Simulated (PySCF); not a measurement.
Species: C₃HF₇.
Numbering: `[F:1][CH:2]([F:3])[C:4]([F:5])([F:6])[C:7]([F:8])([F:9])[F:10]` (hydrogens: H11 on C2)

The same species was optimised twice, with GFN2-xTB and with PBE0-D3(BJ)/def2-SVP (PySCF), and the same property calculations (PySCF, gas phase) were run on both structures.

```tsv
coordinate	GFN2-xTB	PBE0-D3(BJ)/def2-SVP	change
C2–C4 (Å)	1.550	1.534	-0.016
C4–C7 (Å)	1.557	1.543	-0.014
C4–F6 (Å)	1.347	1.341	-0.006
C4–F5 (Å)	1.348	1.341	-0.007
C7–F9 (Å)	1.328	1.324	-0.004
C7–F10 (Å)	1.329	1.325	-0.004
C7–F8 (Å)	1.328	1.325	-0.003
C2–F3 (Å)	1.340	1.337	-0.003
F1–C2 (Å)	1.340	1.338	-0.002
F5–C4–F6 (°)	106.8	108.9	+2.1
C2–C4–C7 (°)	114.7	116.5	+1.8
F1–C2–F3 (°)	107.9	109.2	+1.3
C4–C7–F10 (°)	110.2	109.1	-1.1
C2–C4–F5 (°)	108.8	107.7	-1.1
C2–C4–F6 (°)	108.9	107.8	-1.1
F8–C7–F9 (°)	108.2	109.1	+0.9
F5–C4–C7 (°)	108.7	107.8	-0.9
F1–C2–C4–F5 (°)	65	62	-3
C2–C4–C7–F8 (°)	-60	-60	0
```

Rotational constants: A = 1729, B = 1199, C = 1128 MHz (GFN2-xTB) against A = 1764, B = 1196, C = 1149 MHz (PBE0-D3(BJ)/def2-SVP).

On the GFN2-xTB structure: HOMO (eV) -10.28 [PBE0/pcSseg-1]; LUMO (eV) 1.03 [PBE0/pcSseg-1]; dipole (D) 1.60 [PBE0/pcSseg-1]; GIAO shielding of F1/F3 (mean) (ppm) 322.4 [PBE0/pcSseg-1]; GIAO shielding of C2 (ppm) 69.8 [PBE0/pcSseg-1]; GIAO shielding of C4 (ppm) 70.9 [PBE0/pcSseg-1]; GIAO shielding of F5/F6 (mean) (ppm) 316.7 [PBE0/pcSseg-1]; GIAO shielding of C7 (ppm) 59.5 [PBE0/pcSseg-1]; GIAO shielding of F8/F9/F10 (mean) (ppm) 264.5 [PBE0/pcSseg-1].

**Question.** What do these properties become on the PBE0-D3(BJ)/def2-SVP structure?

**Answer.** 
```json
{"property": "HOMO (eV)", "level": "PBE0/pcSseg-1", "on GFN2-xTB": "-10.28", "on PBE0-D3(BJ)/def2-SVP": "-10.23", "change": "+0.05"}
{"property": "LUMO (eV)", "level": "PBE0/pcSseg-1", "on GFN2-xTB": "1.03", "on PBE0-D3(BJ)/def2-SVP": "1.18", "change": "+0.15"}
{"property": "dipole (D)", "level": "PBE0/pcSseg-1", "on GFN2-xTB": "1.60", "on PBE0-D3(BJ)/def2-SVP": "1.48", "change": "-0.12"}
{"property": "energy, GFN2-xTB geometry as zero (kcal/mol)", "level": "PBE0/pcSseg-1", "on GFN2-xTB": "0.0", "on PBE0-D3(BJ)/def2-SVP": "-0.7", "change": "-0.7"}
{"property": "GIAO shielding of F1/F3 (mean) (ppm)", "level": "PBE0/pcSseg-1", "on GFN2-xTB": "322.4", "on PBE0-D3(BJ)/def2-SVP": "326.2", "change": "+3.8"}
{"property": "GIAO shielding of C2 (ppm)", "level": "PBE0/pcSseg-1", "on GFN2-xTB": "69.8", "on PBE0-D3(BJ)/def2-SVP": "70.6", "change": "+0.8"}
{"property": "GIAO shielding of C4 (ppm)", "level": "PBE0/pcSseg-1", "on GFN2-xTB": "70.9", "on PBE0-D3(BJ)/def2-SVP": "73.4", "change": "+2.5"}
{"property": "GIAO shielding of F5/F6 (mean) (ppm)", "level": "PBE0/pcSseg-1", "on GFN2-xTB": "316.7", "on PBE0-D3(BJ)/def2-SVP": "321.8", "change": "+5.1"}
{"property": "GIAO shielding of C7 (ppm)", "level": "PBE0/pcSseg-1", "on GFN2-xTB": "59.5", "on PBE0-D3(BJ)/def2-SVP": "60.8", "change": "+1.3"}
{"property": "GIAO shielding of F8/F9/F10 (mean) (ppm)", "level": "PBE0/pcSseg-1", "on GFN2-xTB": "264.5", "on PBE0-D3(BJ)/def2-SVP": "269.4", "change": "+4.9"}
```

The heavy atoms differ by 0.033 Å rms after alignment. Among bonds between heavy atoms C2–C4 changes most (-0.016 Å). Changes are differences of the printed values. Neither structure is proved a minimum here.

The values belong to the conformer `[F:1][CH:2]([F:3])[C:4]([F:5])([F:6])[C:7]([F:8])([F:9])[F:10]`: F1–C2–C4–F5 62°, C2–C4–C7–F8 -60°.
